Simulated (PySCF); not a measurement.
Excitation energy of Zr by level of theory

Zr [Kr] 4d2 5s2 (3F) → Zr [Kr] 4d2 5s1 5p1 (high-spin determinant), as a difference of total energies. All numbers are calculated (PySCF 2.14, scalar relativity by spin-free X2C-1e, in ANO-RCC-VTZP (7s6p4d2f1g, 68 functions)). Correlated levels: valence: [Kr] frozen. The calculations carry no spin-orbit coupling.

```csv
method,excitation energy (eV)
UHF,0.888
MP2 (valence),1.644
SCS-MP2 (valence),1.901
CCSD (valence),1.794
CCSD(T) (valence),1.843
```

Question: How much does correlation contribute at CCSD(T) (valence)?

Answer: 1.843 − (0.888) = 0.955 eV, measured against UHF.

A first-order spin-orbit estimate (lowest level to lowest level, LS coupling) adds -0.044 eV.

The basis was made for the ground configuration and has no added diffuse functions, so the excitation energy can come out too high.

The coupled-cluster amplitudes are large for the upper state (T1 above 0.03 or a double amplitude above 0.15), so a single reference is strained.

The determinant of the upper state mixes LS terms, which raises its energy above the lowest term, most at the Hartree-Fock and MP2 levels.
